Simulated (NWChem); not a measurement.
SF₃ cation; SMILES F[S+](F)F

Program: NWChem. Structure relaxed at the PBE0/def2-SVP level. Vertical excitations in the gas phase; the lowest state need not have the same character in each row.

```
level                                             lowest excitation, singlet (eV)  oscillator strength of that lowest state  lowest triplet (eV)  orbital gap (eV)
------------------------------------------------  -------------------------------  ----------------------------------------  -------------------  ----------------
PBE/def2-SVP, full TDDFT                                                     8.14                                     0.030           (withheld)        (withheld)
B3LYP/def2-SVP, full TDDFT                                                   8.55                                     0.052                 6.56              9.49
BHandHLYP/def2-SVP, full TDDFT                                               9.04                                     0.085                 6.55             12.90
LDA (Slater exchange, VWN5)/def2-SVP, full TDDFT                             8.14                                     0.031                 6.59              7.15
```

Q: Some entries are withheld; supply them.

A: 
- PBE/def2-SVP, full TDDFT, lowest triplet (eV): 6.41
- PBE/def2-SVP, full TDDFT, orbital gap (eV): 7.22
